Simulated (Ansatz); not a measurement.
Total energies of ZnI2 from Ansatz at PBE-D4/def2-TZVPD, gas phase (1 Eh = 27.2114 eV = 2625.5 kJ/mol). The reference geometry is relaxed at r2SCAN-D4/def2-TZVP.

| state | geometry | energy (Eh) |
| --- | --- | --- |
| charge 0 singlet | reference | -2374.64263 |
| charge -1 doublet | reference | -2374.66030 |
| free Zn atom (singlet) | – | -1779.12990 |
| free I atom (doublet) | – | -297.66560 |

In the def2 sets I takes a core potential; there is no spin–orbit coupling.

(1) Work out the vertical electron affinity, to the doublet.

(2) What is the binding energy per atom against free atoms?

(1) E(charge 0 singlet) − E(charge -1 doublet) = -2374.64263 − (-2374.66030) = 0.01767 Eh = 0.48 eV.

(2) Atoms: 1 × (-1779.12990) + 2 × (-297.66560) = -2374.46110 Eh. Binding: -2374.46110 − (-2374.64263) = 0.18153 Eh = 4.94 eV, or 1.65 eV for each of 3 atoms (no zero-point energy, no counterpoise term).

At PBE-D4/def2-TZVPD the highest occupied level of the charge -1 doublet lies above zero (up to 1.63 eV). By energy differences its removal costs 0.48 eV (vertical, to the charge 0 singlet, at PBE-D4/def2-TZVPD); a positive level beside a positive removal energy at the same level points to self-interaction error.
